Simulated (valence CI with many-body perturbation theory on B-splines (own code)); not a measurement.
# Energy levels of Xe⁴⁹⁺

Computed by relativistic CI+MBPT: three valence electrons over a frozen Dirac-Fock core [He], radial functions for each j: 11 s, 11 p, 9 d, 7 f, 5 g, 2 h, 1 i, with the one-electron correlation potential Σ1, the two-electron term Σ2, the three-electron term Σ3, Breit, model QED; selected CI, second order for the rest (own B-spline code, finite nucleus).

The last digits are not significant, and no measured levels were compared; by estimate large intervals hold to a few tenths of a per cent, small ones and those within an open d or f shell to about a per cent.

Levels 1 to 45 of 101, with energies above the lowest level, (2s^2 2p1/2) J=1/2. "Leading %" is the weight of the configuration and term that name the level; weights of strongly mixed levels are sums over their largest components and can fall short. In the jj column 3d3/2^4 stands for four electrons in 3d with j = 3/2.

```tsv
No.	Configuration	Term	J	E (eV)	Leading %	Leading jj	Second component
1	2s²2p	²P°	1/2	0.0	100	2s^2 2p1/2 (100 %)	
2	2s2p²	⁴P	1/2	163.4	58	2s 2p1/2^2 (98 %)	28 % 2s2p² ²S
3	2s²2p	²P°	3/2	358.3	98	2s^2 2p3/2 (98 %)	
4	2s2p²	⁴P	3/2	472.3	92	2s 2p1/2 2p3/2 (100 %)	5 % 2s2p² ²D
5	2s2p²	²D	5/2	504.0	57	2s 2p1/2 2p3/2 (99 %)	43 % 2s2p² ⁴P
6	2s2p²	²D	3/2	554.1	66	2s 2p1/2 2p3/2 (99 %)	33 % 2s2p² ²P
7	2s2p²	²P	1/2	554.3	71	2s 2p1/2 2p3/2 (97 %)	27 % 2s2p² ⁴P
8	2p³	²P°	3/2	729.0	46	2p1/2^2 2p3/2 (98 %)	28 % 2p³ ⁴S°
9	2s2p²	⁴P	5/2	848.8	57	2s 2p3/2^2 (99 %)	43 % 2s2p² ²D
10	2s2p²	²S	1/2	922.5	70	2s 2p3/2^2 (99 %)	15 % 2s2p² ⁴P
11	2s2p²	²P	3/2	923.5	65	2s 2p3/2^2 (99 %)	28 % 2s2p² ²D
12	2p³	⁴S°	3/2	1055.6	54	2p1/2 2p3/2^2 (100 %)	45 % 2p³ ²D°
13	2p³	²D°	5/2	1075.2	100	2p1/2 2p3/2^2 (100 %)	
14	2p³	²P°	1/2	1113.6	100	2p1/2 2p3/2^2 (100 %)	
15	2p³	²P°	3/2	1446.5	53	2p3/2^3 (100 %)	28 % 2p³ ²D°
16	2s²3s	²S	1/2	5181.9	97	2s^2 3s (97 %)	
17	2s²3p	²P°	1/2	5238.5	95	2s^2 3p1/2 (95 %)	
18	2s2p3s	⁴P°	1/2	5292.7	86	2s 2p1/2 3s (98 %)	12 % 2s2p3s ²P°
19	2s2p3s	⁴P°	3/2	5309.1	57	2s 2p1/2 3s (90 %)	34 % 2s2p3s ²P°
20	2s2p3s	²P°	1/2	5331.5	94	2s 2p1/2 3s (98 %)	5 % 2s2p3s ⁴P°
21	2s2p3p	⁴D	1/2	5340.6	72	2s 2p1/2 3p1/2 (100 %)	20 % 2s2p3p ²P
22	2s²3p	²P°	3/2	5347.9	88	2s^2 3p3/2 (88 %)	7 % 2s2p3s ⁴P°
23	2s2p3p	⁴D	3/2	5359.5	42	2s 2p1/2 3p1/2 (95 %)	28 % 2s2p3p ²D
24	2s2p3p	⁴P	1/2	5388.1	50	2s 2p1/2 3p1/2 (98 %)	28 % 2s2p3p ²S
25	2s²3d	²D	3/2	5388.9	94	2s^2 3d3/2 (94 %)	
26	2s²3d	²D	5/2	5417.5	97	2s^2 3d5/2 (97 %)	
27	2s2p3p	⁴P	3/2	5454.9	30	2s 2p1/2 3p3/2 (100 %)	26 % 2s2p3p ⁴D
28	2s2p3p	²P	1/2	5466.6	28	2s 2p1/2 3p3/2 (72 %)	13 % 2s2p3p ⁴P
29	2s2p3p	⁴D	5/2	5476.8	48	2s 2p1/2 3p3/2 (97 %)	33 % 2s2p3p ²D
30	2s2p3p	²D	3/2	5479.7	46	2s 2p1/2 3p3/2 (99 %)	19 % 2s2p3p ²P
31	2s2p3d	⁴F°	3/2	5487.5	73	2s 2p1/2 3d3/2 (99 %)	12 % 2s2p3d ²D°
32	2s2p3d	⁴F°	5/2	5507.9	55	2s 2p1/2 3d3/2 (90 %)	19 % 2s2p3d ²F°
33	2p²3s	⁴P	1/2	5513.1	37	2p1/2^2 3s (71 %)	20 % 2p²3s ²S
34	2s2p3d	⁴D°	1/2	5517.4	47	2s 2p1/2 3d3/2 (79 %)	28 % 2s2p3d ²P°
35	2s2p3d	⁴D°	3/2	5522.7	32	2s 2p1/2 3d3/2 (93 %)	21 % 2s2p3d ⁴P°
36	2s2p3d	⁴P°	5/2	5527.2	38	2s 2p1/2 3d5/2 (94 %)	26 % 2s2p3d ⁴D°
37	2s2p3d	⁴F°	7/2	5546.1	41	2s 2p1/2 3d5/2 (98 %)	33 % 2s2p3d ²F°
38	2p²3p	²P°	1/2	5551.1	33	2p1/2^2 3p1/2 (78 %)	32 % 2p²3p ⁴D°
39	2s2p3d	²D°	3/2	5556.7	43	2s 2p1/2 3d5/2 (91 %)	39 % 2s2p3d ²P°
40	2s2p3d	²F°	5/2	5556.7	56	2s 2p1/2 3d5/2 (95 %)	18 % 2s2p3d ²D°
41	2s2p3s	⁴P°	5/2	5651.3	99	2s 2p3/2 3s (99 %)	
42	2p²3p	²P°	3/2	5659.6	30	2p1/2^2 3p3/2 (94 %)	21 % 2p²3p ⁴D°
43	2s2p3s	²P°	3/2	5669.7	76	2s 2p3/2 3s (97 %)	20 % 2s2p3s ⁴P°
44	2p²3d	²D	3/2	5691.2	39	2p1/2^2 3d3/2 (98 %)	34 % 2p²3d ⁴F
45	2s2p3p	⁴P	3/2	5713.3	47	2s 2p3/2 3p1/2 (100 %)	24 % 2s2p3p ⁴S
```

The ionisation energy to 2s² ¹S0 of the next ion comes out as 9238.2 eV (NIST: 9243 ± 4 eV (theoretical)). All 101 levels together are meant to be complete up to 6091.0 eV.
